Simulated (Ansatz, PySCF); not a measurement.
Dimer: GeH3I (SMILES [GeH3][I]) (first 5 atoms) with CH4 (SMILES C); geometry from B3LYP-D3(BJ)/def2-TZVP.
(charge 0, multiplicity 1):
| atom | x (Å) | y (Å) | z (Å) |
|---|---|---|---|
| Ge | -0.9660 | 1.1365 | 0.7584 |
| I | 0.2171 | -0.9970 | 0.0510 |
| H | 0.0675 | 2.0284 | 1.4540 |
| H | -1.5092 | 1.7979 | -0.5139 |
| H | -2.0998 | 0.7416 | 1.7102 |
| C | 0.0923 | -0.0298 | 4.2817 |
| H | 0.4723 | -0.6188 | 3.4484 |
| H | 0.4713 | -0.4379 | 5.2176 |
| H | 0.4216 | 1.0035 | 4.1788 |
| H | -0.9964 | -0.0664 | 4.2858 |

Monomers are frozen at their geometry in the pair; levels with a basis set take the counterpoise correction.

Correlated levels freeze the cores. Filled d and f shells under p-block atoms count as core.

Programs: Ansatz (Gaussian orbitals); PySCF for the dispersion terms. Values without a source in brackets are computed. In def2 rows elements past Kr take small-core potentials, without spin–orbit coupling.

Problem. One of these levels gives -1.11 kcal/mol for the interaction energy. Which?
(A) HF/def2-SVPD
(B) revPBE-D4/def2-TZVPPD
(C) CAM-B3LYP/def2-TZVPPD
(D) MP2/def2-SVPD

Solution. B, revPBE-D4/def2-TZVPPD. The others give 0.96 (HF/def2-SVPD), 0.09 (CAM-B3LYP/def2-TZVPPD), -0.72 (MP2/def2-SVPD)

Ansatz is a first-principles code.
